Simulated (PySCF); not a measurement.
## [Mo(NH2)6] (charge 0, multiplicity 1)

Computed with TPSSh-D3(BJ)/def2-TZVP // TPSS-D3(BJ)/def2-SVP (PySCF 2.14.0).

The HOMO comes out as -5.62 eV. The dipole moment comes out as 0.00 D and the HOMO–LUMO gap is 3.59 eV. The LUMO is -2.03 eV. The charge on the central atom (Mulliken) is 1.31 e and the total energy is -404.1863 Ha. The cost is roughly 12 core-minutes.

```xyz
19

Mo    -0.1208     0.1361    -0.0101
N     -0.4689     1.5161    -1.4219
H     -0.3221     2.5234    -1.3082
H     -0.8200     1.3186    -2.3637
N     -2.0034     0.3370     0.6491
H     -2.7005     0.9738     0.2521
H     -2.4105    -0.1815     1.4331
N     -0.7160    -1.3047    -1.2708
H     -0.1029    -1.8120    -1.9157
H     -1.6781    -1.6437    -1.3642
N      1.7617    -0.0643    -0.6697
H      2.1683     0.4542    -1.4539
H      2.4593    -0.7005    -0.2726
N      0.2270    -1.2440     1.4017
H      0.0799    -2.2513     1.2882
H      0.5769    -1.0463     2.3439
N      0.4745     1.5763     1.2511
H     -0.1382     2.0823     1.8973
H      1.4368     1.9145     1.3452
```
